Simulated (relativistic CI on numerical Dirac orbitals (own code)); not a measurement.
## Hyperfine structure of Tc⁵⁺, mass number 99

Method of calculation: Dirac-Coulomb-Breit CI, KLI orbitals optimised for each configuration, model QED (radiative potential, 1s self-energy scaled to tabulated hydrogen-like ionisation energies), valence Slater integrals scaled by 0.85, P86 correlation energy added to each configuration (own radial code, finite nucleus).

CI space (outside the closed core [Ar] 3d10): 4s²4p⁶4d², 4s²4p⁶4d5s, 4s²4p⁶4d4f, 4s²4p⁶4d5p, 4s²4p⁵4d³, 4s²4p⁶4f², 4s²4p⁶4d5d, 4s²4p⁶5s², 4s²4p⁶4d6s, 4s²4p⁶4d6p, 4s²4p⁶5s5p, 4s4p⁶4d³, 4s²4p⁶4d5f, 4s²4p⁵4d²4f, 4s²4p⁶4d6d. Double excitations out of closed p, d and f shells are left out; levels of such configurations are missing from the list, as are those of other unlisted configurations, and high levels can miss mixing partners. These lack a partner that the ground configuration has and come out too high: 4s²4p⁵4d²4f.

Nuclear spin I = 9/2, μ = 5.678 μN, Q = -0.129 b (tables of Stone and Pyykkö). The electronic factors are computed for point nuclear moments, without core polarisation or the Bohr-Weisskopf and QED corrections.

| Level | E (cm⁻¹) | A (MHz) | B (MHz) |
| --- | --- | --- | --- |
| 4s²4p⁶4d² ³F2 | 0.0 | 1294 | -37.8 |
| 4s²4p⁶4d² ³F3 | 2041.0 | 806.6 | -43.4 |
| 4s²4p⁶4d² ³F4 | 4310.1 | 621.3 | -61.1 |
| 4s²4p⁶4d² ¹D2 | 12019.4 | 775.1 | 56.5 |
| 4s²4p⁶4d² ³P1 | 13379.7 | 12.21 | -41.8 |
| 4s²4p⁶4d² ³P2 | 15703.4 | 546.8 | 74.4 |
| 4s²4p⁶4d² ¹G4 | 18431.9 | 816.4 | -237 |
| 4s²4p⁶4d5s ³D1 | 151109.8 | -3946 | -46.2 |

Levels with J = 0, under 50 % of one LS term, or S terms without an open s electron are left out. Small factors come from cancelling terms and can be off by tens of per cent or more.

At this charge configurations can still be misplaced by up to about 7 % of their energy.

Question: Give the hyperfine levels of 4s²4p⁶4d² ³F2 relative to its centre of gravity.

Answer: With K = F(F + 1) − I(I + 1) − J(J + 1), E = AK/2 + B[¾K(K + 1) − I(I + 1)J(J + 1)]/[2I(2I − 1)J(2J − 1)]: F = 5/2: -14250, F = 7/2: -9706, F = 9/2: -3871, F = 11/2: 3246, F = 13/2: 11640 MHz.

LS names give the leading component of a level, which can be under half, so a name can repeat, a term be missing and a line seem to break the LS rules.
